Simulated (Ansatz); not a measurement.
`[NH2][Ga]([SH])[Cl]`, charge 0, multiplicity 1.

Question: Give a relaxed structure at PBE0-D4/def2-TZVP (Ansatz 0.2.0). (Estimate.)

Answer: Ansatz gave: 
Z-matrix (Å, degrees):
```
N
Ga 1 1.799
H 1 1.005 2 121.9
H 1 1.005 2 123.5 3 164.5
S 2 2.186 1 123.4 3 -173.7
Cl 2 2.141 1 117.5 3 8.2
H 5 1.343 2 92.5 1 -178.6
```
